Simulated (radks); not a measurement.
Spherical quantum dot in the effective-mass picture: electrons in a parabolic well V = omega^2 r^2 / 2 with omega = 1.55, all in effective atomic units (hartree* = m*/eps^2 hartree, bohr* = eps/m* bohr), one dielectric constant everywhere. Calculated with a radial shooting solver with Libxc functionals: non-relativistic Kohn-Sham, LDA (Slater exchange, Perdew-Wang correlation), spin-polarised, spherical densities. Levels are named by radial order and angular momentum (1s, 1p, 1d, 2s, ...), and open shells are averaged over m.

N = 23, configuration 1s2 1p6 1d10 2s2 1f(up 3, down 0). This is the lowest configuration that the search found. Occupied and some empty levels:

| level | occupation | eigenvalue (hartree*) | <r> (bohr*) |
|---|---|---|---|
| 1s up | 1 | 15.133 | 1.313 |
| 1s down | 1 | 15.159 | 1.301 |
| 1p up | 3 | 15.881 | 1.645 |
| 1p down | 3 | 15.920 | 1.637 |
| 1d up | 5 | 16.725 | 1.881 |
| 1d down | 5 | 16.772 | 1.878 |
| 2s up | 1 | 16.906 | 1.641 |
| 2s down | 1 | 16.939 | 1.646 |
| 1f up | 3 | 17.653 | 2.069 |
| 1f down | 0 | 17.703 | 2.068 |
| 2p up | 0 | 17.925 | 1.850 |
| 2p down | 0 | 17.957 | 1.853 |
| 1g up | 0 | 18.653 | 2.228 |
| 1g down | 0 | 18.704 | 2.230 |
| 2d up | 0 | 18.988 | 2.041 |
| 2d down | 0 | 19.021 | 2.043 |

Energy (hartree*): total 250.380, kinetic 34.506, external 95.252, Hartree 133.66, exchange-correlation -13.033.
